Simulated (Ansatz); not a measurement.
C2HN, SMILES `[C-]#[N+][CH]` (excited singlet) (charge 0, multiplicity 1). This singlet is an excited state, 0.12 eV above the relaxed triplet at the level B3LYP/cc-pVTZ // PBE0-D3(BJ)/def2-TZVP (Ansatz, a first-principles code).

These are HSE06/cc-pVTZ // PBE0-D3(BJ)/def2-TZVP in Ansatz values and carry that method's errors.

Ansatz 0.2 input:
```yaml
crystal:
  periodic: [false, false, false]
  atoms:
    - { symbol: C, position_ang: [1.658523, -0.133123, -0.155046] }
    - { symbol: N, position_ang: [0.487383, 0.068818, -0.018043] }
    - { symbol: C, position_ang: [-0.740819, 0.466071, 0.173488] }
    - { symbol: H, position_ang: [-1.405087, -0.401764, -0.000398] }
basis:
  gaussian: { orbitals: cc-pVTZ }
hamiltonian:
  xc: hse06
```

Output:

```
Functional definition: HSE06
584 factors; their error is unknown
49 factors; integrals over basis functions are off by at most 2.4e-6 eV
mean field evaluation 1: about -3569.3138 eV, gradient 3.4e1 eV
mean field evaluation 2: about -3567.5880 eV, gradient 4.4e1 eV
mean field evaluation 4: about -3571.4712 eV, gradient 3.4e0 eV
mean field evaluation 8: about -3571.5051 eV, gradient 1.3e-1 eV
mean field -3571.50288818 eV, -131.2503102891 hartree, gradient 7.0e-5 eV, S^2 0.000000; 0 other end points of the search recorded, 0 dependent functions left out
reference -3571.50291470 eV, -131.2503112635 hartree; 10, 10 occupied and 94, 94 virtual orbitals, 584 factors
Total energy: -3571.50291470 eV, -131.2503112635 hartree
```
